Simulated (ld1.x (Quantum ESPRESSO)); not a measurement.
**Transferability test, ultrasoft potential for Eu**

Eu, ultrasoft, made with ld1.x (Quantum ESPRESSO) 7.5 (PBE, fully relativistic). Core [Kr] 4d10, reference 4f7 5s2 5p6 5d0 6s0 6p0 (charge +2). Waves: 5s (bound): rcut 1.75, rcutus 2.05 bohr; 6s (bound, empty): rcut 1.75, rcutus 2.05 bohr; 5p (bound): rcut 2.05, rcutus 2.35 bohr; 6p (bound, empty): rcut 2.05, rcutus 2.35 bohr; 5d (bound, empty): rcut 2.55, rcutus 3.55 bohr; 5d channel at 0.7 Ry: rcut 2.55, rcutus 3.55 bohr; 4f (bound): rcut 1.30, rcutus 1.60 bohr; 4f channel at 0.85 Ry: rcut 1.30, rcutus 1.60 bohr. Local part: all-electron potential smoothed inside 1.45 bohr (lloc = -2). Core correction: none. Augmentation charge: PSQ, radius 1.35 bohr.

Open shells are filled in proportion to 2j + 1 (rel_dist='average').

Energies are relative to the spin-unpolarised reference configuration 4f7 5s2 5p6 5d0 6s0 6p0; without spin polarisation the order of configurations can differ from experiment. Not all tests gave a result: test run stopped at test 5 of 7 (negative rho). The frozen-core shift is the all-electron ΔE with the core orbitals held at their reference shape minus the fully relaxed ΔE.

Give the all-electron excitation energy and the error of the potential for: 4f7 5s2 5p6 5d0 6s2 6p0; 4f7 5s2 5p6 5d0 6s1 6p0; 4f6 5s2 5p6 5d0 6s0 6p0; 4f7 5s2 5p6 5d0 6s1 6p1.

| valence configuration | charge | ΔE all-electron (eV) | error AE − PS (meV) | frozen-core shift (meV) |
| --- | --- | --- | --- | --- |
| 4f7 5s2 5p6 5d0 6s2 6p0 | 0 | -17.256 | +0.7 | +0.5 |
| 4f7 5s2 5p6 5d0 6s1 6p0 | +1 | -11.235 | +0.1 | +0.1 |
| 4f6 5s2 5p6 5d0 6s0 6p0 | +3 | 24.332 | +160 | +110 |
| 4f7 5s2 5p6 5d0 6s1 6p1 | 0 | -14.767 | +0.2 | +0.3 |

Levels in the configuration 4f7 5s2 5p6 5d0 6s1 6p1:

| level | all-electron (eV) | pseudo (eV) |
| --- | --- | --- |
| 4f j=5/2 | -4.362 | -4.351 |
| 4f j=7/2 | -3.745 | -3.734 |
| 5s j=1/2 | -45.943 | -45.935 |
| 5p j=1/2 | -27.779 | -27.772 |
| 5p j=3/2 | -23.978 | -23.965 |
| 6s j=1/2 | -4.350 | -4.351 |
| 6p j=1/2 | -1.935 | -1.935 |
| 6p j=3/2 | -1.721 | -1.721 |

These tests converged, but a pseudo level misses the all-electron one widely, so the file describes the atom poorly there or has found another state: 4f6 5s2 5p6 5d0 6s0 6p0: empty 5d by 3.0 eV.
